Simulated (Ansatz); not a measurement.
Basis-set extrapolation for `CCCCOCCCC` (PBE0-D4/def2-TZVP geometry, frozen core, Ansatz 0.2.0). Multiplicity 1, RHF reference.

|  | def2-TZVPP | def2-QZVPP |
| --- | --- | --- |
| HF | -388.429080 | -388.447459 |
| MP2 correlation | -1.639719 | -1.745959 |
| CCSD(T) correlation | -1.799172 | not run |

Energies in hartree. Use E(X) = E(∞) + A·exp(−7.88·√X) for Hartree–Fock and E(X) = E(∞) + B·X^(−2.97) for correlation, with X = 3 and 4, and add CCSD(T) minus MP2 of the smaller set to the MP2 limit.

What is the CCSD(T) energy at the basis-set limit?

HF limit: -388.447459 + (-0.018379) × 0.13774 = -388.44999. MP2 limit: -1.745959 + (-0.106240) × 0.74074 = -1.82466. Higher-order term: -1.799172 − (-1.639719) = -0.15945. Total: -390.43410 hartree, 540.5 kJ/mol below CCSD(T)/def2-TZVPP.
